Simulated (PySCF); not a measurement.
A structure optimised at PBE-D3(BJ)/def2-TZVP, used in a PySCF frequency run:

```
Be
F 1 1.3829
I 1 2.1765 2 180.00
```
Charge 0, spin multiplicity 1.

Problem. Write its SMILES, formula and point group.

Solution. [F][Be][I], BeFI, C∞v

Problem. What are its rotational constants (standard atomic weights)?

Solution. 2.1573 GHz (linear rotor, B only)
